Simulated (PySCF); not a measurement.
**MN15 on Hf⁶⁶⁺ (hafnium, charge +66)**

Configuration: [He] 2s2 2p2, high-spin 3P determinant. Computed with PySCF 2.14 in an uncontracted even-tempered set (17 s from 44 bohr⁻², ratio 2.2; 10 p from 57 bohr⁻², ratio 2.2; 5 d from 210 bohr⁻², ratio 2.4; 5 f from 320 bohr⁻², ratio 2.4; 4 g from 480 bohr⁻², ratio 2.4), with the non-relativistic Hamiltonian (point nucleus).

```
Total energy                                                  : -7544.96 hartree
One-electron energy                                           : -7772.73 hartree
Hartree (Coulomb) energy                                      : 307.58 hartree
Exchange-correlation energy                                   : -79.81 hartree
Kinetic energy                                                : 7545.17091 hartree
⟨S²⟩                                                          : 2.0000
⟨L²⟩                                                          : 2.000
Sum of ⟨r⟩                                                    : 0.3580 bohr
Sum of ⟨r²⟩                                                   : 0.03092 bohr²
Traceless quadrupole moment −½Σ⟨3z² − r²⟩ along its main axis : 0.00244 e·bohr²
Density at the nucleus (Gaussians lack the cusp)              : 263000 bohr⁻³
Spin density at the nucleus                                   : -268 bohr⁻³
```

| shell | electrons | mean orbital energy (eV) | rms radius, mean of both spins (bohr) |
| --- | --- | --- | --- |
| 1s α | 1 | -67127.0 | 0.0243 |
| 1s β | 1 | -67086.0 | 0.0243 |
| 2s α | 1 | -15889.8 | 0.0929 |
| 2s β | 1 | -15875.0 | 0.0929 |
| 2p α | 2 | -15701.9 | 0.0790 |

A non-relativistic calculation at this Z misses sizeable relativistic shifts. Spin-orbit coupling is strong in this species (close to jj coupling), so the high-spin LS determinant is a model state, not a physical level.
